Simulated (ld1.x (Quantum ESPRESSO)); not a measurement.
Building the TM potential for As (BLYP, scalar-relativistic).

- Element: arsenic (As)
- Generator: ld1.x (Quantum ESPRESSO) 7.5
- Type: norm-conserving Troullier–Martins (Kleinman–Bylander form)
- Functional: BLYP
- Relativity: scalar-relativistic
- Frozen core: [Ar]
- Valence charge: 15
- Reference configuration: 3d10 4s2 4p3
- Partial waves: 4p (bound): rc 1.95 bohr; 3d (bound): rc 1.20 bohr; 4s (bound): rc 1.65 bohr
- Local potential: the s channel
- Core correction: none

Poles of the logarithmic derivatives, all-electron (AE) and pseudo (PS). s: poles at 0.8 (AE) and 0.8 (PS) Ry. p: poles at 2.3 (AE) and 2.3 (PS) Ry. d: poles at -2.9, 4.8 (AE) and -2.9 (PS) Ry. Test radius 2.14 bohr.

- Cutoffs needed: 230 Ry and over 300 Ry (the cutoffs (Ry, on a coarse ladder) from which the occupation-weighted sum of valence levels, in a spherical-Bessel basis at the reference potential, stays within 10 and 1 mRy of its value at 400 Ry)
- Ghost test: no extra level below or beside the all-electron valence levels (p, d, s, f tested) (spherical-Bessel basis up to 400 Ry, 20 bohr box)
- Largest excitation error: -761 meV (all-electron minus pseudo) for 3d9 4s2 4p4, out of 7 test configurations
